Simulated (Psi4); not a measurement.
Cl₄Si, charge +1, doublet, geometry from GFN2-xTB (a state made from the parent by changing its charge; the spin is typed, not shown lowest); HF/6-311++G** run with Psi4.

Here is a job for Psi4.
```
memory 2 GB

molecule {
1 2
Cl   -1.19164925   -1.22169610   -1.09532000
Si    0.00000000    0.00000000    0.00000000
Cl   -0.80538680    1.86034115    0.05270798
Cl    0.15581167   -0.72287919    1.88824352
Cl    1.84122437    0.08423415   -0.84563150
}

set {
  basis 6-311++g**
  reference uhf
}

energy('scf')
print_variables()
```

It wrote (shortened):

```
Traceback (most recent call last):
  File "psi4", line 375, in <module>
  File "<string>", line 26, in <module>
  File "site-packages/psi4/driver/driver.py", line 533, in energy
  File "site-packages/psi4/driver/procrouting/proc.py", line 2760, in run_scf
  File "site-packages/psi4/driver/procrouting/proc.py", line 1934, in scf_helper
  File "site-packages/psi4/driver/p4util/python_helpers.py", line 229, in _core_wavefunction_build
  File "site-packages/psi4/driver/p4util/python_helpers.py", line 169, in _pybuild_basis
  File "site-packages/psi4/driver/qcdb/libmintsbasisset.py", line 722, in pyconstruct
  File "site-packages/psi4/driver/qcdb/libmintsbasisset.py", line 993, in construct
  File "site-packages/psi4/driver/qcdb/libmintsbasisset.py", line 136, in __init__
  File "site-packages/psi4/driver/qcdb/libmintsbasisset.py", line 423, in constructor_basisset_center
  File "site-packages/psi4/driver/qcdb/molecule.py", line 1239, in from_arrays
  File "site-packages/psi4/driver/qcdb/molecule.py", line 1738, in from_dict
  File "site-packages/psi4/driver/qcdb/molecule.py", line 1815, in _internal_from_dict
  File "site-packages/psi4/driver/qcdb/libmintsmolecule.py", line 1570, in update_geometry
  File "site-packages/psi4/driver/qcdb/libmintsmolecule.py", line 2423, in find_point_group
  File "site-packages/psi4/driver/qcdb/libmintsmolecule.py", line 2523, in find_highest_point_group
  File "site-packages/psi4/driver/qcdb/libmintspointgrp.py", line 1530, in __init__
  File "site-packages/psi4/driver/qcdb/libmintspointgrp.py", line 1573, in constructor_bits
  File "site-packages/psi4/driver/qcdb/libmintspointgrp.py", line 1755, in bits_to_basic_name

psi4.driver.qcdb.exceptions.ValidationError: Unrecognized point group bits: 118

Printing out the relevant lines from the Psithon --> Python processed input file:
    Cl    1.84122437    0.08423415   -0.84563150
    """)
    core.IO.set_default_namespace("")
    core.set_global_option("BASIS", "6-311++g**")
    core.set_global_option("REFERENCE", "uhf")
--> energy('scf')
    print_variables()

!-------------------------------------!
!                                     !
!  Unrecognized point group bits: 118 !
!                                     !
!-------------------------------------!

QcdbException: Unrecognized point group bits: 118
```

The program refused the input.
